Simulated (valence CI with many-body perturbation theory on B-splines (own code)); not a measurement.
**Mo XX: M1 decay**

Method: relativistic CI+MBPT: five valence electrons over a frozen Dirac-Fock core [Ar], radial functions for each j: 7 s, 7 p, 8 d, 6 f, 4 g, 1 h, with the one-electron correlation potential Σ1, the two-electron term Σ2, the three-electron term Σ3, Breit, model QED; selected CI, second order for the rest, scaled by the run's own slope (own B-spline code, finite nucleus).

No measured levels were compared; by estimate terms of the open shell hold to 2 to 4 % of their energy, and close levels can change places. Only levels of the ground parity were solved; by the run's estimate the other parity begins above the list, which can be wrong where configurations are misplaced.

Lines 51 to 100 of 120 in falling wavelength, among levels below 45.457 eV, chosen from the decays that carry over 1 % of a level's rate. Wavelengths and rates use the calculated energies, so an error of 3000 cm⁻¹ moves a line at 225.9 nm by 6.8 % and its rate by three times that or more. S is in atomic units (e²a₀⁴ for E2 and M2, e²a₀⁶ for E3), for M1 in squared Bohr magnetons. Weak lines are less certain than strong ones. Lines between different terms over intervals too small for the method are left out, as are lines whose strength nearly cancels.

Names give the largest LS component (configuration and term), which can be under half, so a name can repeat, a term be missing and a line seem to break the LS rules; names also repeat where a configuration has a term twice. Letters in brackets count levels of one name in rising energy.

| λ vac (nm) | Upper | Lower | Type | A (s⁻¹) | S (a.u.) |
| --- | --- | --- | --- | --- | --- |
| 225.9 | 3d5 2D_3/2 [a] | 3d5 4P_1/2 | M1 | 1.21e+02 | 2.07e-01 |
| 216.7 | 3d5 2F_7/2 [c] | 3d5 2G_9/2 [a] | M1 | 2.67e+02 | 8.05e-01 |
| 216.5 | 3d5 2G_9/2 [b] | 3d5 2G_9/2 [a] | M1 | 3.30e+01 | 1.24e-01 |
| 209.7 | 3d5 2H_11/2 | 3d5 2I_13/2 | M1 | 2.93e+02 | 1.20e+00 |
| 207.6 | 3d5 4F_3/2 | 3d5 4D_3/2 | M1 | 3.63e+02 | 4.82e-01 |
| 202.0 | 3d5 4F_5/2 | 3d5 4D_7/2 | M1 | 2.62e+01 | 4.80e-02 |
| 201.2 | 3d5 2F_7/2 [c] | 3d5 2F_7/2 [a] | M1 | 1.57e+02 | 3.79e-01 |
| 198.5 | 3d5 4D_3/2 | 3d5 4G_5/2 [a] | M1 | 8.12e+01 | 9.43e-02 |
| 197.2 | 3d5 2I_13/2 | 3d5 4G_11/2 | M1 | 2.69e+01 | 1.07e-01 |
| 196.5 | 3d5 2F_7/2 [b] | 3d5 4D_5/2 | M1 | 3.75e+01 | 8.45e-02 |
| 193.4 | 3d5 4F_3/2 | 3d5 4D_1/2 | M1 | 2.09e+02 | 2.25e-01 |
| 190.8 | 3d5 2F_7/2 [a] | 3d5 4G_9/2 | M1 | 2.62e+02 | 5.39e-01 |
| 190.6 | 3d5 2D_3/2 [a] | 3d5 4P_3/2 | M1 | 6.24e+02 | 6.40e-01 |
| 189.3 | 3d5 2F_5/2 [a] | 3d5 4P_3/2 | M1 | 1.05e+02 | 1.58e-01 |
| 185.1 | 3d5 2F_5/2 [a] | 3d5 4G_5/2 [b] | M1 | 2.12e+03 | 2.99e+00 |
| 183.5 | 3d5 4F_3/2 | 3d5 4D_5/2 | M1 | 2.19e+02 | 2.01e-01 |
| 180.3 | 3d5 2H_9/2 | 3d5 4D_7/2 | M1 | 8.58e+01 | 1.87e-01 |
| 177.9 | 3d5 2H_11/2 | 3d5 2I_11/2 | M1 | 9.30e+02 | 2.33e+00 |
| 176.7 | 3d5 2F_5/2 [b] | 3d5 4D_3/2 | M1 | 1.11e+02 | 1.36e-01 |
| 174.0 | 3d5 2G_7/2 [a] | 3d5 4D_5/2 | M1 | 1.14e+02 | 1.78e-01 |
| 173.6 | 3d5 2F_5/2 [a] | 3d5 4G_7/2 | M1 | 3.79e+02 | 4.41e-01 |
| 169.9 | 3d5 2G_9/2 [a] | 3d5 4G_11/2 | M1 | 1.78e+02 | 3.24e-01 |
| 167.0 | 3d5 2F_7/2 [b] | 3d5 4D_7/2 | M1 | 4.99e+02 | 6.89e-01 |
| 166.5 | 3d5 2G_9/2 [a] | 3d5 4G_7/2 | M1 | 1.30e+02 | 2.22e-01 |
| 159.1 | 3d5 2G_9/2 [b] | 3d5 2I_11/2 | M1 | 2.30e+02 | 3.43e-01 |
| 159.0 | 3d5 2F_5/2 [b] | 3d5 4D_5/2 | M1 | 6.48e+01 | 5.79e-02 |
| 150.5 | 3d5 2G_7/2 [a] | 3d5 4D_7/2 | M1 | 2.78e+02 | 2.81e-01 |
| 147.6 | 3d5 2F_7/2 [a] | 3d5 4G_5/2 [a] | M1 | 2.84e+01 | 2.71e-02 |
| 145.9 | 3d5 2D_3/2 [a] | 3d5 4G_5/2 [a] | M1 | 5.06e+02 | 2.33e-01 |
| 145.2 | 3d5 2F_5/2 [a] | 3d5 4G_5/2 [a] | M1 | 5.38e+01 | 3.66e-02 |
| 143.5 | 3d5 4F_5/2 | 3d5 4G_5/2 [b] | M1 | 1.77e+01 | 1.17e-02 |
| 139.1 | 3d5 2F_5/2 [b] | 3d5 4D_7/2 | M1 | 1.77e+02 | 1.06e-01 |
| 136.5 | 3d5 4F_5/2 | 3d5 4G_7/2 | M1 | 2.52e+02 | 1.42e-01 |
| 136.2 | 3d5 2F_7/2 [c] | 3d5 4D_5/2 | M1 | 4.62e+01 | 3.47e-02 |
| 133.1 | 3d5 2H_9/2 | 3d5 4G_9/2 | M1 | 7.06e+02 | 6.17e-01 |
| 128.1 | 3d5 2H_9/2 | 3d5 4G_11/2 | M1 | 2.64e+02 | 2.06e-01 |
| 126.2 | 3d5 2H_9/2 | 3d5 4G_7/2 | M1 | 2.93e+02 | 2.18e-01 |
| 125.7 | 3d5 2F_7/2 [b] | 3d5 4G_9/2 | M1 | 6.97e+02 | 4.10e-01 |
| 124.9 | 3d5 2F_7/2 [b] | 3d5 4G_5/2 [b] | M1 | 2.60e+01 | 1.50e-02 |
| 121.3 | 3d5 2F_7/2 [c] | 3d5 4D_7/2 | M1 | 2.28e+01 | 1.21e-02 |
| 121.3 | 3d5 2G_9/2 [b] | 3d5 4D_7/2 | M1 | 2.69e+02 | 1.78e-01 |
| 121.2 | 3d5 4F_3/2 | 3d5 4P_3/2 | M1 | 2.66e+01 | 7.03e-03 |
| 119.5 | 3d5 2F_7/2 [b] | 3d5 4G_7/2 | M1 | 8.79e+01 | 4.45e-02 |
| 119.5 | 3d5 4F_3/2 | 3d5 4G_5/2 [b] | M1 | 6.13e+01 | 1.55e-02 |
| 116.9 | 3d5 4G_5/2 [a] | 3d5 6S_5/2 | M1 | 7.83e+02 | 2.78e-01 |
| 116.1 | 3d5 2G_7/2 [a] | 3d5 4G_9/2 | M1 | 2.63e+02 | 1.22e-01 |
| 110.8 | 3d5 2G_7/2 [a] | 3d5 4G_7/2 | M1 | 7.48e+01 | 3.02e-02 |
| 110.0 | 3d5 2F_5/2 [b] | 3d5 4P_3/2 | M1 | 6.20e+01 | 1.84e-02 |
| 108.6 | 3d5 2F_5/2 [b] | 3d5 4G_5/2 [b] | M1 | 1.06e+02 | 3.01e-02 |
| 104.7 | 3d5 2H_11/2 | 3d5 4G_9/2 | M1 | 3.47e+02 | 1.77e-01 |
